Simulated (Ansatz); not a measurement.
The first iterations of a band of CH$_{8}$N$_{2}$OZr (13 atoms, charge 0, multiplicity 1).

Computed with RKS BHLYP-D4/def2-SVP in Ansatz.

* movable images: 2
* climbing image: no
* spring: 5.0 eV/Å²
* optimiser: quadratic models (default)
* start path: through a guess of the saddle point
* force threshold: 0.05 eV/Å
* iteration limit: 60
* end points: relaxed

Image 0:

```xyz
13
Properties=species:S:1:pos:R:3
Zr 0.152 0.145 -0.375
O 1.192 -0.557 -1.835
C 0.004 -1.482 1.173
H 0.997 -1.852 1.461
N -1.781 0.588 -0.861
N 1.026 1.741 0.542
H 1.591 -0.926 -2.612
H -0.491 -1.129 2.087
H -0.572 -2.343 0.810
H -2.296 1.428 -0.637
H -2.374 0.012 -1.444
H 1.875 2.227 0.292
H 0.676 2.150 1.399
```

Image 3:

```xyz
13
Properties=species:S:1:pos:R:3
Zr -0.090 0.274 0.121
O 1.308 -0.893 -1.292
C -0.211 -1.293 1.373
H 1.268 -1.725 -0.808
N -1.747 0.506 -1.079
N 0.957 1.884 0.847
H 1.173 -1.065 -2.223
H 0.379 -1.451 2.284
H -0.995 -2.058 1.280
H -2.040 1.307 -1.622
H -2.507 -0.163 -1.097
H 1.495 1.841 1.705
H 1.009 2.835 0.508
```

| iteration | highest image above the first end (eV) | largest band force component (eV/Å) |
| --- | --- | --- |
| 1 | 4.123 | 7.590 |
| 2 | 3.288 | 1.734 |
| 3 | 3.383 | 2.915 |
| 4 | 3.191 | 0.497 |
| 5 | 3.200 | 0.403 |
| 6 | 3.165 | 0.263 |
| 7 | 3.148 | 0.200 |

Q: Does the band converge within its limit, and where does its top end?

A: It converged. It ended after 23 iterations with the highest image 3.074 eV above the first end. Neighbouring images differ by up to 3.0 eV, so the band resolves the path poorly. No image climbed, so the highest image needn't sit at the top of the path. So few images can step over the top or miss a turn of the path. The orbitals stay closed-shell, which can raise the energy where a bond breaks towards radicals; this wasn't checked here.

The run took 3.4 min on 4 threads of Arm Neoverse N1, with other jobs on the host, peak memory 0.33 GiB.
